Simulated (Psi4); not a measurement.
A run for Psi4: SAPT0/jun-cc-pV(D+d)Z on C2H8OSi (a complex).

```
memory 1800 MB

molecule dimer {
0 1
C     0.63587372    0.57709716    0.24900637
C    -0.04035375   -0.56029346    0.14687972
H     0.16449819    1.49099140    0.59027097
H     1.68603613    0.64070066   -0.00892310
H     0.42937169   -1.47330580   -0.19833528
H    -1.09180839   -0.62224085    0.40077639
--
0 1
O     0.67352280   -0.50299255    3.40059025
Si   -0.64119499    0.23451688    4.06585375
H     0.75002797   -0.46258404    2.43877668
H    -0.67239287    1.68851138    3.76149023
H    -0.54000603    0.03609720    5.52569469
H    -1.91337655   -0.35154303    3.57005823
units angstrom
symmetry c1
no_reorient
no_com
}

set {
  basis jun-cc-pV(D+d)Z
  scf_type df
  freeze_core true
}

energy('sapt0')
```

Output:

```
[...]
==> Input File <==

--------------------------------------------------------------------------
memory 1800 MB

molecule dimer {
0 1
C     0.63587372    0.57709716    0.24900637
C    -0.04035375   -0.56029346    0.14687972
H     0.16449819    1.49099140    0.59027097
H     1.68603613    0.64070066   -0.00892310
H     0.42937169   -1.47330580   -0.19833528
H    -1.09180839   -0.62224085    0.40077639
--
0 1
O     0.67352280   -0.50299255    3.40059025
Si   -0.64119499    0.23451688    4.06585375
H     0.75002797   -0.46258404    2.43877668
H    -0.67239287    1.68851138    3.76149023
H    -0.54000603    0.03609720    5.52569469
H    -1.91337655   -0.35154303    3.57005823
units angstrom
symmetry c1
no_reorient
no_com
}

set {
  basis jun-cc-pV(D+d)Z
  scf_type df
  freeze_core true
}

energy('sapt0')
--------------------------------------------------------------------------


   => Loading Basis Set <=

    Name: JUN-CC-PV(D+D)Z
    Role: ORBITAL
    Keyword: BASIS
    atoms 1-2       entry C          line   188 file jun-cc-pv_dpd_z.gbs
    atoms 3-6, 9-12 entry H          line    60 file jun-cc-pv_dpd_z.gbs
    atoms 7         entry O          line   256 file jun-cc-pv_dpd_z.gbs
    atoms 8         entry SI         line   566 file jun-cc-pv_dpd_z.gbs

   => Loading Basis Set <=

    Name: JUN-CC-PV(D+D)Z
    Role: ORBITAL
    Keyword: BASIS
    atoms 1-2       entry C          line   188 file jun-cc-pv_dpd_z.gbs
    atoms 3-6, 9-12 entry H          line    60 file jun-cc-pv_dpd_z.gbs
    atoms 7         entry O          line   256 file jun-cc-pv_dpd_z.gbs
    atoms 8         entry SI         line   566 file jun-cc-pv_dpd_z.gbs


  //>>>>>>>>>>>>>>>>>>>>>>>>>>>>>>>>>>>//
  //              Dimer HF             //
  //<<<<<<<<<<<<<<<<<<<<<<<<<<<<<<<<<<<//

   => Libint2 <=

    Primary   basis highest AM E, G, H:  7, 6, 3
    Auxiliary basis highest AM E, G, H:  7, 7, 4
    Onebody   basis highest AM E, G, H:  -, -, -
    Solid Harmonics ordering:            Gaussian


   => Loading Basis Set <=

    Name: JUN-CC-PV(D+D)Z
    Role: ORBITAL
    Keyword: BASIS
    atoms 1-2       entry C          line   188 file jun-cc-pv_dpd_z.gbs
    atoms 3-6, 9-12 entry H          line    60 file jun-cc-pv_dpd_z.gbs
    atoms 7         entry O          line   256 file jun-cc-pv_dpd_z.gbs
    atoms 8         entry SI         line   566 file jun-cc-pv_dpd_z.gbs


         ---------------------------------------------------------
                                   SCF
               by Justin Turney, Rob Parrish, Andy Simmonett
                          and Daniel G. A. Smith
                              RHF Reference
                        1 Threads,   1716 MiB Core
         ---------------------------------------------------------

  ==> Geometry <==

    Molecular point group: c1
    Full point group: C1

    Geometry (in Angstrom), charge = 0, multiplicity = 1:

       Center              X                  Y                   Z               Mass
    ------------   -----------------  -----------------  -----------------  -----------------
         C            0.635873720000     0.577097160000     0.249006370000    12.000000000000
         C           -0.040353750000    -0.560293460000     0.146879720000    12.000000000000
         H            0.164498190000     1.490991400000     0.590270970000     1.007825032230
         H            1.686036130000     0.640700660000    -0.008923100000     1.007825032230
         H            0.429371690000    -1.473305800000    -0.198335280000     1.007825032230
         H           -1.091808390000    -0.622240850000     0.400776390000     1.007825032230
         O            0.673522800000    -0.502992550000     3.400590250000    15.994914619570
         SI          -0.641194990000     0.234516880000     4.065853750000    27.976926534650
         H            0.750027970000    -0.462584040000     2.438776680000     1.007825032230
         H           -0.672392870000     1.688511380000     3.761490230000     1.007825032230
         H           -0.540006030000     0.036097200000     5.525694690000     1.007825032230
         H           -1.913376550000    -0.351543030000     3.570058230000     1.007825032230

  Running in c1 symmetry.

  Rotational constants: A =      0.32648  B =      0.02290  C =      0.02255 [cm^-1]
  Rotational constants: A =   9787.50033  B =    686.61941  C =    676.07957 [MHz]
  Nuclear repulsion =  156.251078855780577

  Charge       = 0
  Multiplicity = 1
  Electrons    = 42
  Nalpha       = 21
  Nbeta        = 21

  ==> Algorithm <==

  SCF Algorithm Type is DF.
  DIIS enabled.
  MOM disabled.
  Fractional occupation disabled.
  Guess Type is SAD.
  Energy threshold   = 1.00e-08
  Density threshold  = 1.00e-08
  Integral threshold = 1.00e-12

  ==> Primary Basis <==

  Basis Set: JUN-CC-PV(D+D)Z
    Blend: JUN-CC-PV(D+D)Z
    Number of shells: 59
    Number of basis functions: 121
    Number of Cartesian functions: 126
    Spherical Harmonics?: true
   
[...]
:  -366.16862269210691

   => Energetics <=

    Nuclear Repulsion Energy =             64.7625081188136988
    One-Electron Energy =                -635.6388711055536760
    Two-Electron Energy =                 204.7077402946330835
    Total Energy =                       -366.1686226921069078

Computation Completed


Properties will be evaluated at   0.000000,   0.000000,   0.000000 [a0]

Properties computed using the SCF density matrix


 Multipole Moments:

 ------------------------------------------------------------------------------------
     Multipole            Electronic (a.u.)      Nuclear  (a.u.)        Total (a.u.)
 ------------------------------------------------------------------------------------

 L = 1.  Multiply by 2.5417464519 to convert [e a0] to [Debye]
 Dipole X            :         11.0385921          -11.2708840           -0.2322918
 Dipole Y            :         -0.1331771            0.3208328            0.1876558
 Dipole Z            :       -188.3990829          187.8816629           -0.5174200
 Magnitude           :                                                    0.5974091

 ------------------------------------------------------------------------------------

  Constructing Basis Sets for SAPT...

   => Loading Basis Set <=

    Name: (JUN-CC-PV(D+D)Z AUX)
    Role: RIFIT
    Keyword: DF_BASIS_SAPT
    atoms 1-2       entry C          line   100 file jun-cc-pvdz-ri.gbs
    atoms 3-6, 9-12 entry H          line    30 file jun-cc-pvdz-ri.gbs
    atoms 7         entry O          line   188 file jun-cc-pvdz-ri.gbs
    atoms 8         entry SI         line   376 file jun-cc-pvdz-ri.gbs

   => Loading Basis Set <=

    Name: (JUN-CC-PV(D+D)Z AUX)
    Role: JKFIT
    Keyword: DF_BASIS_ELST
    atoms 1-2       entry C          line   146 file jun-cc-pvdz-jkfit.gbs
    atoms 3-6, 9-12 entry H          line    70 file jun-cc-pvdz-jkfit.gbs
    atoms 7         entry O          line   258 file jun-cc-pvdz-jkfit.gbs
    atoms 8         entry SI         line   506 file jun-cc-pvdz-jkfit.gbs


  //>>>>>>>>>>>>>>>>>>>>>>>>>>>>>>>>>>>//
  //               SAPT0               //
  //<<<<<<<<<<<<<<<<<<<<<<<<<<<<<<<<<<<//



        SAPT0
    Ed Hohenstein
     6 June 2009

      Orbital Information
  --------------------------
    NSO        =       121
    NMO        =       121
    NRI        =       392
    NRI (Elst) =       542
    NOCC A     =         8
    NOCC B     =        13
    FOCC A     =         2
    FOCC B     =         6
    NVIR A     =       113
    NVIR B     =       108

    Elst10,r            =    -0.008484205066 [Eh]
    Exch10              =     0.010642614225 [Eh]
    Exch10 (S^2)        =     0.010554212667 [Eh]

    Maxiter = 50
    CPHF R converge = 1.000000E-08

    Iter     Energy [mEh]          dE [mEh]         Residual      Time [s]
       1      -4.26769685       4.267696847     1.093956e-02             0
       2      -5.44849286       1.180796011     3.024791e-03             0
       3      -5.52011929       0.071626436     6.765812e-04             0
       4      -5.49770978      -0.022409515     1.811645e-04             0
       5      -5.49512633      -0.002583451     3.784948e-05             0
       6      -5.49624317       0.001116842     6.088470e-06             0
       7      -5.49614739      -0.000095783     1.665708e-06             0
       8      -5.49614386      -0.000003529     5.066625e-07             0
       9      -5.49614950       0.000005639     1.014409e-07             0
      10      -5.49614899      -0.000000506     2.235870e-08             0
      11      -5.49614894      -0.000000055     5.259357e-09             0

    CHF Iterations converged

    Maxiter = 50
    CPHF R converge = 1.000000E-08

    Iter     Energy [mEh]          dE [mEh]         Residual      Time [s]
       1      -0.44632452       0.446324522     2.920413e-03             0
       2      -0.52537121       0.079046684     7.203112e-04             0
       3      -0.52876225       0.003391038     2.142378e-04             0
       4      -0.52813799      -0.000624255     6.879974e-05             0
       5      -0.52774620      -0.000391787     1.038761e-05             0
       6      -0.52783028       0.000084077     1.748633e-06             0
       7      -0.52782797      -0.000002308     4.092501e-07             0
       8      -0.52782646      -0.000001511     9.069137e-08             0
       9      -0.52782685       0.000000385     1.637441e-08             0
      10      -0.52782681      -0.000000037     3.814832e-09             0

    CHF Iterations converged

    Ind20,r (A<-B)      =    -0.005496148936 [Eh]
    Ind20,r (B<-A)      =    -0.000527826809 [Eh]
    Ind20,r             =    -0.006023975745 [Eh]
    Exch-Ind20,r (A<-B) =     0.003911260761 [Eh]
    Exch-Ind20,r (B<-A) =     0.000394317429 [Eh]
    Exch-Ind20,r        =     0.004305578190 [Eh]
    Disp20              =    -0.004369513117 [Eh]
    Disp20 (SS)         =    -0.002184756559 [Eh]
    Disp20 (OS)         =    -0.002184756559 [Eh]
    Exch-Disp20         =     0.000749340059 [Eh]
    Exch-Disp20 (SS)    =     0.000452172924 [Eh]
    Exch-Disp20 (OS)    =     0.000297167135 [Eh]

    SAPT Results
  --------------------------------------------------------------------------------------------------------
    Electrostatics                 -8.48420507 [mEh]      -5.32391906 [kcal/mol]     -22.27527733 [kJ/mol]
      Elst10,r                     -8.48420507 [mEh]      -5.32391906 [kcal/mol]     -22.27527733 [kJ/mol]

    Exchange                       10.64261422 [mEh]       6.67834125 [kcal/mol]      27.94217980 [kJ/mol]
      Exch10                       10.64261422 [mEh]       6.67834125 [kcal/mol]      27.94217980 [kJ/mol]
      Exch10(S^2)                  10.55421267 [mEh]       6.62286844 [kcal/mol]      27.71008154 [kJ/mol]

    Induction                      -2.89264019 [mEh]      -1.81515912 [kcal/mol]      -7.59462577 [kJ/mol]
      Ind20,r                      -6.02397575 [mEh]      -3.78010185 [kcal/mol]     -15.81594614 [kJ/mol]
      Exch-Ind20,r                  4.30557819 [mEh]       2.70179110 [kcal/mol]      11.30429398 [kJ/mol]
      delta HF,r (2)               -1.17424263 [mEh]      -0.73684838 [kcal/mol]      -3.08297361 [kJ/mol]

    Dispersion                     -3.62017306 [mEh]      -2.27169289 [kcal/mol]      -9.50476306 [kJ/mol]
      Disp20                       -4.36951312 [mEh]      -2.74191088 [kcal/mol]     -11.47215511 [kJ/mol]
      Exch-Disp20                   0.74934006 [mEh]       0.47021799 [kcal/mol]       1.96739205 [kJ/mol]
      Disp20 (SS)                  -2.18475656 [mEh]      -1.37095544 [kcal/mol]      -5.73607755 [kJ/mol]
      Disp20 (OS)                  -2.18475656 [mEh]      -1.37095544 [kcal/mol]      -5.73607755 [kJ/mol]
      Exch-Disp20 (SS)              0.45217292 [mEh]       0.28374279 [kcal/mol]       1.18717985 [kJ/mol]
      Exch-Disp20 (OS)              0.29716714 [mEh]       0.18647519 [kcal/mol]       0.78021221 [kJ/mol]

  Total HF                         -0.73423103 [mEh]      -0.46073693 [kcal/mol]      -1.92772331 [kJ/mol]
  Total SAPT0                      -4.35440409 [mEh]      -2.73242982 [kcal/mol]     -11.43248636 [kJ/mol]

  Special recipe for scaled SAPT0 (see Manual):
    Electrostatics sSAPT0          -8.48420507 [mEh]      -5.32391906 [kcal/mol]     -22.27527733 [kJ/mol]
    Exchange sSAPT0                10.64261422 [mEh]       6.67834125 [kcal/mol]      27.94217980 [kJ/mol]
    Induction sSAPT0               -2.78354154 [mEh]      -1.74669869 [kcal/mol]      -7.30818731 [kJ/mol]
    Dispersion sSAPT0              -3.60118560 [mEh]      -2.25977808 [kcal/mol]      -9.45491149 [kJ/mol]
  Total sSAPT0                     -4.22631798 [mEh]      -2.65205457 [kcal/mol]     -11.09619634 [kJ/mol]
  --------------------------------------------------------------------------------------------------------



*** Psi4 exiting successfully. Buy a developer a beer!
```

The run finished.

Cost: about 6 core-seconds (a rough figure).
